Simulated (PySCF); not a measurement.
A structure optimised at r2SCAN-D4/def2-SVP, used in a PySCF frequency run:

```xyz
10

C      2.7990     0.2513     0.0000
C      1.5688    -0.1931     0.0000
C      0.3287    -0.6215     0.0000
C     -0.8493     0.3005     0.0000
F     -1.6266     0.0567     1.0928
F     -1.6266     0.0567    -1.0928
H      3.3337     0.4412     0.9380
H      3.3337     0.4412    -0.9380
H      0.0921    -1.6941     0.0000
H     -0.5630     1.3669     0.0000
```
Charge 0, spin multiplicity 1.

Task: Write its SMILES, formula and point group.

Result: C=C=CC(F)F, C₄H₄F₂, Cs

Task: What are its rotational constants (standard atomic weights)?

Result: 8.5155, 1.8847, 1.6674 GHz
